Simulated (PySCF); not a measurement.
**SnC at ROHF-CCSD(T)**

Computed with ROHF-CCSD(T); PySCF, scalar-relativistic core potentials, basis sets Sn cc-pVDZ-PP with ECP28, C cc-pVDZ.

| Property | Result |
| --- | --- |
| state | ³Π (triplet), unpaired electrons σ ↑, π ↑ |
| bond length | 2.047 Å |
| harmonic wavenumber | 640 cm⁻¹ |
| force constant | 2.63 mdyn/Å |
| rotational constant Be | 0.3687 cm⁻¹ |
| anharmonicity ωexe | 4.15 cm⁻¹ |
| vibration–rotation constant αe | 0.00298 cm⁻¹ |
| well depth De to Sn + C | 2.66 eV |
| dissociation energy D0 | 2.63 eV |

Correlated steps freeze 5 core orbitals. Correlated levels converge slowly with the basis: in double zeta they bind strong bonds too weakly, by up to about 1 eV, and carry superposition errors of some tenths. Spin–orbit coupling is left out, which matters for elements this heavy, above all for dissociation energies. The CCSD T1 diagnostic is raised, a sign that a single reference may not be enough here. The state is the lowest determinant that a PBE0 search found; another state may lie lower at other levels.
